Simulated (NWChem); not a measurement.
# BeHBr; SMILES [BeH][Br]

```xyz
3

Be     0.0000     0.0000    -1.6531
H      0.0000     0.0000    -2.9766
Br     0.0000     0.0000     0.3069
```
Atoms are numbered in this order, from 1.

Results from NWChem. All runs use the structure optimised with B3LYP/6-31G* (spherical d). B3LYP is NWChem's, with the RPA form of VWN correlation. Vertical excitations in the gas phase; the lowest state need not have the same character in each row.

| level | lowest excitation, singlet (eV) | lowest triplet (eV) | orbital gap (eV) |
|---|---|---|---|
| PBE/aug-cc-pVDZ, TDA | 6.26 | 5.79 | 6.26 |
| B3LYP/aug-cc-pVDZ, TDA | … | … | … |
| LRC-wPBEh/aug-cc-pVDZ, TDA | 6.93 | 6.32 | 11.33 |
| LDA (Slater exchange, VWN5)/aug-cc-pVDZ, TDA | 6.19 | 5.83 | 6.19 |

Q: Fill in the missing entries.

A: 
- B3LYP/aug-cc-pVDZ, TDA, lowest excitation, singlet (eV): 6.60
- B3LYP/aug-cc-pVDZ, TDA, lowest triplet (eV): 6.20
- B3LYP/aug-cc-pVDZ, TDA, orbital gap (eV): 7.81
